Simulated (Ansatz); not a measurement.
Ansatz (a first-principles code) job for MnCl₂, SMILES [Cl][Mn][Cl] (connectivity only; charge and spin as stated), neutral, multiplicity 6, CAM-B3LYP/def2-TZVPD. Geometry optimised at r2SCAN-D4/def2-TZVP. The spin state was assumed, not searched. The isomer is the one that the SMILES or the coordinates give; other isomers of the formula were not compared.

Ansatz 0.2 input:
```yaml
crystal:
  periodic: [false, false, false]
  atoms:
    - {symbol: Mn, position_ang: [0.00000000, 0.00000000, 0.00000000]}
    - {symbol: Cl, position_ang: [0.00000000, 0.00000000, -2.17077680]}
    - {symbol: Cl, position_ang: [0.00000000, 0.00000000, 2.17077680]}
basis:
  gaussian:
    orbitals: def2-TZVPD
hamiltonian:
  xc: {name: CAM-B3LYP}
magnetization: {spin_polarized: true, initial_magnetization: 5}
```

It prints:

```
Functional definition: CAM-B3LYP
integrals: 0.09 GiB planned
1091 factors; their error is unknown
integrals: 0.12 GiB planned
228 factors; integrals over basis functions are off by at most 1.0e-4 eV
mean field: 1.07 GiB planned
mean field evaluation 1: about -56369.8294 eV, gradient 2.8e1 eV
mean field evaluation 2: about -56367.1313 eV, gradient 4.8e1 eV
mean field evaluation 4: about -56372.6968 eV, gradient 3.0e0 eV
mean field evaluation 8: about -56372.7561 eV, gradient 5.7e-2 eV
mean field evaluation 16: about -56372.9334 eV, gradient 4.3e-5 eV
mean field -56372.93337500 eV, -2071.6670905845 hartree, gradient 3.6e-5 eV, S^2 8.760803; 0 other end points of the search recorded, 0 dependent functions left out
reference -56372.93350158 eV, -2071.6670952362 hartree; 32, 27 occupied and 108, 113 virtual orbitals, 1091 factors
Total energy: -56372.93350158 eV, -2071.6670952362 hartree
```

Self-consistency was reached.

Cost: around 11 core-seconds (rough).
